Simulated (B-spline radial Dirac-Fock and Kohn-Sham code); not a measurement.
**Relativistic shifts of the levels of Dy¹⁰⁺**

System: the Dy¹⁰⁺ ion, [Kr] 4d10 4f8 5s2.

Both columns are ΔSCF binding energies of the configuration average from a B-spline atomic structure program: non-relativistic Hartree-Fock with a point nucleus, and Dirac-Fock with a finite nucleus and the Coulomb interaction alone, averaged over the two j levels with weights 2j+1.

```
shell  Hartree-Fock (eV)  Dirac-Fock (eV)  shift (eV)  shift (%)
   1s            50790.4          54210.6    +3420.13      +6.73
   2s             8377.8           9265.0     +887.19     +10.59
   2p             7973.0           8259.2     +286.24      +3.59
   3s             2026.4           2238.2     +211.88     +10.46
   3p             1843.9           1920.6      +76.64      +4.16
   3d             1508.2           1494.7      -13.50      -0.90
   4s              550.0            601.4      +51.40      +9.35
   4p              475.5            493.4      +17.87      +3.76
   4d              342.6            340.1       -2.51      -0.73
   4f              181.4            176.6       -4.80      -2.65
   5s              189.3            200.5      +11.20      +5.92
```

Relativity binds 1s, 2s, 2p, 3s, 3p, 4s, 4p, 5s more strongly, among those listed most of all 2s in relative terms, and 3d, 4d, 4f more weakly, because the contracted s and p shells screen the nucleus better.

Values without a named source are computed, but for edge energies of neutral atoms, which are taken from tables.
